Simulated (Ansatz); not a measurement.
Basis-set extrapolation for H7NSi3, SMILES `[SiH3][SiH]1N[SiH2]1` (PBE0-D4/def2-TZVP geometry, frozen core, the Gaussian-basis code of Ansatz). Multiplicity 1, RHF reference.

```tsv
	def2-TZVPP	def2-QZVPP
HF	-925.335104	-925.364855
MP2 correlation	-0.581457	-0.623405
CCSD(T) correlation	-0.668443	not run
```

Energies in hartree. Use E(X) = E(∞) + A·exp(−7.88·√X) for Hartree–Fock and E(X) = E(∞) + B·X^(−2.97) for correlation, with X = 3 and 4, and add CCSD(T) minus MP2 of the smaller set to the MP2 limit.

Q: What is the CCSD(T) energy at the basis-set limit?

A: HF limit: -925.364855 + (-0.029751) × 0.13774 = -925.36895. MP2 limit: -0.623405 + (-0.041948) × 0.74074 = -0.65448. Higher-order term: -0.668443 − (-0.581457) = -0.08699. Total: -926.11042 hartree, 280.6 kJ/mol below CCSD(T)/def2-TZVPP.
